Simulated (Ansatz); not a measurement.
The same path of C2H5BF2 (10 atoms, charge 0, multiplicity 1) was run twice with different band settings.

These are results of RKS LDA/def2-SVP in Ansatz, not measurements.

Relaxed end points:

```xyz
10
Properties=species:S:1:pos:R:3
F 0.060 -2.554 0.041
C 0.227 -1.265 -0.365
B -0.275 -0.156 0.577
C -0.093 1.311 0.124
F 0.512 1.451 -1.100
H 1.310 -1.050 -0.582
H -0.251 -1.095 -1.369
H -0.805 -0.383 1.652
H -1.092 1.822 0.119
H 0.490 1.868 0.906
```

```xyz
10
Properties=species:S:1:pos:R:3
F 0.071 -2.554 0.046
C 0.229 -1.265 -0.364
B -0.276 -0.156 0.577
C -0.094 1.311 0.124
F 0.511 1.449 -1.101
H -0.259 -1.099 -1.365
H 1.309 -1.045 -0.593
H -0.807 -0.384 1.652
H -1.091 1.827 0.120
H 0.492 1.864 0.906
```

Common settings: spring 5.0 eV/Å²; optimiser quadratic models (default); start path through a guess of the saddle point; force threshold 0.03 eV/Å; iteration limit 60; end points relaxed.

| run | movable images | climbing image |
| --- | --- | --- |
| 1 | 7 | yes |
| 2 | 1 | no |

What does each run give, and how far can it be trusted?

Run 1: converged after 22 iterations, highest image 2.732 eV above the first end. Neighbouring images differ by up to 1.5 eV, so the band resolves the path poorly. A vibrational analysis at the climbing image gives one clearly imaginary mode, 1326i cm⁻¹: a first-order saddle point.
Run 2: converged after 18 iterations, highest image 0.548 eV above the first end. No image climbed, so the highest image needn't sit at the top of the path. A band with more images between the same ends climbed to 2.73 eV, so this one has probably stepped over the top. So few images can step over the top or miss a turn of the path.
